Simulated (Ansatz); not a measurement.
Steps of a relaxation of C$_{2}$H$_{2}$F$_{2}$Si (`F[Si]1(F)C=C1`) with RKS PBE0-D4/def2-TZVP.

```sh
$ ansatz run in.yaml --threads 2 --pin off --events-out ev --progress --plain --max-ram 4352MiB
```

```yaml
crystal:
  periodic: [false, false, false]
  atoms:
    - {symbol: F, position_ang: [0.696752, -1.320368, 1.728564]}
    - {symbol: Si, position_ang: [0.097900, -0.835806, 0.297280]}
    - {symbol: F, position_ang: [-0.298608, -2.226546, -0.444759]}
    - {symbol: C, position_ang: [-0.698673, 0.735105, 0.007099]}
    - {symbol: C, position_ang: [0.562655, 0.668833, -0.543293]}
    - {symbol: H, position_ang: [-1.468936, 1.524731, 0.030558]}
    - {symbol: H, position_ang: [1.170109, 1.386052, -1.121150]}
basis:
  gaussian: {orbitals: def2-TZVP}
hamiltonian: {xc: pbe0, dispersion: d4}
relax: {f_tol: 0.005, max_steps: 150}
```

Positions (Å) and forces (eV/Å) along the path, 6 of 6 steps:

```xyz
7
step=1 energy=-15411.9625 eV
F     0.697   -1.320    1.729   -0.555    0.419   -1.324
Si    0.098   -0.836    0.297    0.067   -0.615    0.226
F    -0.299   -2.227   -0.445    0.374    1.265    0.706
C    -0.699    0.735    0.007    0.516   -0.135   -0.181
C     0.563    0.669   -0.543   -0.494   -0.082    0.260
H    -1.469    1.525    0.031    0.461   -0.448   -0.024
H     1.170    1.386   -1.121   -0.368   -0.404    0.338
7
step=2 energy=-15412.0377 eV
F     0.689   -1.310    1.710   -0.336    0.267   -0.802
Si    0.097   -0.830    0.295    0.053   -0.495    0.182
F    -0.294   -2.205   -0.437    0.223    0.776    0.419
C    -0.693    0.729    0.007    0.216   -0.176   -0.026
C     0.558    0.664   -0.539   -0.181   -0.155    0.147
H    -1.452    1.510    0.029    0.135   -0.114   -0.014
H     1.156    1.373   -1.109   -0.111   -0.101    0.094
7
step=3 energy=-15412.0670 eV
F     0.679   -1.299    1.684    0.039   -0.007    0.090
Si    0.097   -0.827    0.294   -0.005    0.043   -0.016
F    -0.288   -2.178   -0.426   -0.031   -0.071   -0.062
C    -0.689    0.720    0.009   -0.058    0.011    0.022
C     0.556    0.654   -0.534    0.056    0.005   -0.028
H    -1.443    1.499    0.029    0.020    0.008   -0.012
H     1.149    1.363   -1.102   -0.021    0.010    0.006
7
step=4 energy=-15412.0673 eV
F     0.680   -1.299    1.687    0.002    0.013    0.003
Si    0.097   -0.828    0.294    0.001   -0.014    0.005
F    -0.289   -2.181   -0.427   -0.004    0.007   -0.011
C    -0.690    0.720    0.009   -0.019   -0.013    0.014
C     0.557    0.654   -0.535    0.022   -0.015   -0.004
H    -1.442    1.500    0.028    0.008    0.010   -0.008
H     1.148    1.364   -1.102   -0.011    0.011    0.000
7
step=5 energy=-15412.0674 eV
F     0.680   -1.296    1.687   -0.003   -0.005   -0.005
Si    0.097   -0.828    0.294    0.004   -0.040    0.015
F    -0.290   -2.180   -0.430    0.003    0.000    0.007
C    -0.690    0.718    0.010    0.034    0.023   -0.025
C     0.558    0.652   -0.534   -0.039    0.027    0.007
H    -1.439    1.501    0.027    0.005   -0.003   -0.001
H     1.145    1.365   -1.101   -0.005   -0.002    0.003
7
step=6 energy=-15412.0674 eV
F     0.680   -1.298    1.687    0.000    0.000    0.000
Si    0.097   -0.829    0.295    0.000   -0.001    0.000
F    -0.289   -2.180   -0.429    0.000    0.000    0.000
C    -0.690    0.718    0.010   -0.001    0.001    0.000
C     0.557    0.653   -0.534    0.001    0.000   -0.001
H    -1.439    1.502    0.026    0.000    0.000    0.000
H     1.145    1.366   -1.101    0.000    0.000    0.000
```

Hardware: 2 threads of an AMD EPYC on a shared host. Wall time 100 s, peak host memory 0.37 GiB.
